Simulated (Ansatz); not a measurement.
Consider the silylene formation by 1,1-elimination: `C[SiH2][SiH]1C=N1` → `C[SiH]1C=N1` + `[SiH2]`.

Calculated with Ansatz (gas phase, PBE0-D4/def2-TZVP geometries, no zero-point term in ΔE). CCSD(T)/CBS adds triple-zeta CCSD(T) − MP2 to the extrapolated MP2 energy (def2 sets, frozen cores). This one scheme is used for every species. Functionals use def2-TZVPP. Each species was taken in one conformer, which may not be the lowest.

| species | ωB97M-V energy (Eh) |
| --- | --- |
| `C[SiH2][SiH]1C=N1` | -714.07485 |
| `C[SiH]1C=N1` | -423.40017 |
| `[SiH2]` | -290.58864 |

Problem. Work out ΔE.

Solution. ΔE = (-423.40017) + (-290.58864) − (-714.07485) = 0.08604 Eh = +2.34 eV. CCSD(T)/CBS gives +2.45 eV.

Largest T1 diagnostic among the species: 0.016.

From PBE to PBE0 (25 % exact exchange), in def2-TZVPP and without D4, ΔE moves by +0.03 eV. In def2-TZVPP, CCSD(T) changes the Hartree–Fock value by +0.27 eV (the triples alone add +0.08 eV) and MP2 by +0.44 eV.
